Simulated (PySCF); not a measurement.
Q: Write Cartesian coordinates for `[BH3-][PH+]1C=C1` as optimised with PBE0-D3(BJ)/def2-SVP.

A: 
```
atom  x, y, z in Å
B1    -1.6872    0.0050    0.3423
P2     0.0932   -0.4936   -0.1351
C3     1.3942    0.4967   -0.8621
C4     1.6484    0.2133    0.3971
H5    -2.3319   -0.2830   -0.6560
H6    -1.9261   -0.7210    1.2972
H7    -1.6250    1.1956    0.5966
H8     0.3407   -1.8497   -0.4898
H9     1.7559    1.0538   -1.7267
H10    2.3499    0.3914    1.2123
```

Any rigid rotation of these coordinates is as good. Atoms count from 1 in this order. B1 (four-coordinate boron) is distorted tetrahedral (angles from 102.8° to 115.3°). The 3-membered ring P2–C3–C4 has internal angles of 43.1° to 68.4°. P2 (phosphorus bonded to B, 2 C and H) has angles from 43.1° to 129.4°.

Bonds between heavy atoms (Å): B1–P2 1.910, P2–C3 1.789, C3=C4 1.315, P2–C4 1.789.

Method used: PBE0-D3(BJ)/def2-SVP geometry optimisation, gas phase in PySCF 2.14.0.

Point group: Cs (tolerance 0.08 Å). Stationary, but not proved a minimum.
